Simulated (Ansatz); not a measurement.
A nudged elastic band was laid between two geometries of H6N2OSSi (11 atoms, charge 0, multiplicity 1).

Level of theory: Ansatz 0.2.0, RHF/6-31G*.

```
movable images  : 5
climbing image  : yes
spring          : 5.0 eV/Å²
optimiser       : quadratic models (default)
start path      : through a guess of the saddle point
force threshold : 0.05 eV/Å
iteration limit : 60
end points      : relaxed
```

Image 0:

```xyz
11
Properties=species:S:1:pos:R:3
Si -0.030 0.023 -0.070
S 1.517 1.471 -0.492
O -0.801 -0.297 -1.486
H -1.141 0.436 -1.979
N 0.430 -1.529 0.448
N -0.883 0.785 1.187
H 1.889 0.995 -1.675
H 0.532 -2.265 -0.217
H 1.002 -1.661 1.254
H -1.000 1.772 1.267
H -1.515 0.270 1.762
```

Image 6:

```xyz
11
Properties=species:S:1:pos:R:3
Si -0.336 -0.420 0.524
S 1.495 2.533 -2.910
O 0.132 0.251 -0.735
H 0.945 1.641 -2.090
N 0.051 -1.984 0.982
N -1.323 0.280 1.682
H 1.944 1.635 -3.779
H 0.636 -2.555 0.412
H -0.254 -2.438 1.815
H -1.655 1.214 1.577
H -1.635 -0.157 2.522
```

(1) Which bonds break or form, and what moves?

(2) What energy profile does the band end with?

(3) What is the geometry of the highest image?

## Answers

(1) Bonds broken: Si1–S2, O3–H4. Bonds formed: S2–H4. H6N2OSSi becomes H2S + H4N2OSi.

(2) The run converged. The highest image is number 2 of 0 to 6, 264.0 kJ/mol above the first end and 76.3 kJ/mol above the last; the last end lies 187.7 kJ/mol above the first. Neighbouring images differ by up to 2.5 eV, so the band resolves the path poorly. A vibrational analysis at the climbing image gives one clearly imaginary mode, 1729i cm⁻¹: a first-order saddle point. The orbitals stay closed-shell, which can raise the energy where a bond breaks towards radicals; this wasn't checked here.

```
image  path coordinate (Å)  energy (kJ/mol)  Si1–S2 (Å)  O3–H4 (Å)  S2–H4 (Å)
    0                 0.00              0.0        2.16       0.95       3.22
    1                 1.22             23.6        2.20       0.95       2.68
    2                 2.44            264.0        2.91       1.30       1.58
    3                 3.57            193.6        3.74       2.21       1.33
    4                 4.69            190.1        4.22       2.14       1.33
    5                 5.82            188.4        4.63       2.09       1.33
    6                 6.95            187.7        4.89       2.10       1.33
```

(3) 
```xyz
11
Properties=species:S:1:pos:R:3
Si -0.519 -0.227 0.009
S 1.260 1.627 -1.363
O -1.008 0.014 -1.434
H -0.054 0.835 -1.755
N 0.362 -1.569 0.459
N -1.122 0.602 1.324
H 2.129 0.757 -1.869
H 0.751 -2.185 -0.222
H 0.692 -1.749 1.382
H -1.665 1.430 1.203
H -0.824 0.466 2.265
```

Time of the run: 3.9 min on 2 threads of AMD EPYC 7R43 64-Core Processor (Zen 3) (shared host), peak memory 0.21 GiB.
